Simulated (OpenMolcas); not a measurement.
# Cr³⁺: Racah parameters, the spin-orbit constant, worked from levels

```json
{"Program": "OpenMolcas", "Basis": "ANO-RCC-VQZP [7s6p4d3f2g1h]", "Scalar Hamiltonian": "DKH2, point nucleus", "Active space": "3 electrons in 5 orbitals (3d)", "State averaging": "2S+1 = 4 even, 10 roots; 2S+1 = 2 even, 40 roots", "Spin-orbit coupling": "RASSI with atomic mean-field integrals over the reference wave functions, term energies averaged over their components"}
```

Methods: CASSCF; MS-CASPT2, IPEA 0.25 Eh, imaginary shift 0.1 Eh (closed shells correlated: 3s 3p). Measured levels: Sugar and Corliss, J. Phys. Chem. Ref. Data 6, 317 (1977).

**Racah parameters.** Above 4F, d3 has 4P at 15B, 2G at 4B + 3C and 2H at 9B + 3C. The first two fix B and C, and the third tests them; where it misses by thousands of cm-1, two parameters do not describe the configuration (Trees and configuration-interaction terms are left out) and B and C hang on the terms chosen. Term energies are centres of gravity, weighted by 2J + 1.

| Source | 4P | 2G | B | C | C/B | 2H from B, C | 2H found |
| --- | --- | --- | --- | --- | --- | --- | --- |
| CASSCF | 17472 | 17750 | 1165 | 4364 | 3.75 | 23577 | 23523 |
| MS-CASPT2 | 14119 | 14283 | 941 | 3506 | 3.73 | 18987 | 20532 |
| measured | 13758 | 14699 | 917 | 3677 | 4.01 | 19284 | 20658 |

Energies in cm-1. From CASSCF to MS-CASPT2, B changes by -19.2 % and C by -19.7 %. Against the measured terms, MS-CASPT2 has B off by +2.6 % and C by -4.7 %.

**The spin-orbit constant.** For the Hund term 4F of d3, E(J) = (A/2) J(J+1) + constant and ζ = 2S·A = 3A. From J = 3/2 to J = 9/2 the energy changes by 10.5 A.

```csv
Source,E(9/2) - E(3/2),A,ζ
CASSCF,1004.9,95.7,287
MS-CASPT2,1006.0,95.8,287
measured,945.6,90.1,270
```

All in cm-1. MS-CASPT2 is off by +6.4 % and CASSCF by +6.3 %. Both methods take the spin-orbit matrix elements from the reference wave functions, so the second can move ζ only through the term energies and any multistate remixing. Second-order mixing with other terms is absorbed into this ζ.

CASPT2 does not keep the components of a term degenerate, so their means are used; among the terms shown or strongly mixed into the levels shown the widest spread is 1000 cm-1 (3d3 4F, MS-CASPT2). Without dynamic correlation excited terms often stand tens of per cent too high (terms of higher spin than the ground term too low), and those without a measured partner can miss by more than the paired ones (holds for CASSCF). The CASPT2 spread within a term exceeds the gap to the next term for 3d3 4P and 3d3 2G, so the order of their levels is uncertain (holds for MS-CASPT2). Computed and measured levels are paired by configuration, term and J; levels that our copy of the source lacks, or whose pairing is in doubt (as where it misses far off the trend of its configuration), stay unpaired and out of the deviations. Only configurations of the active space appear.
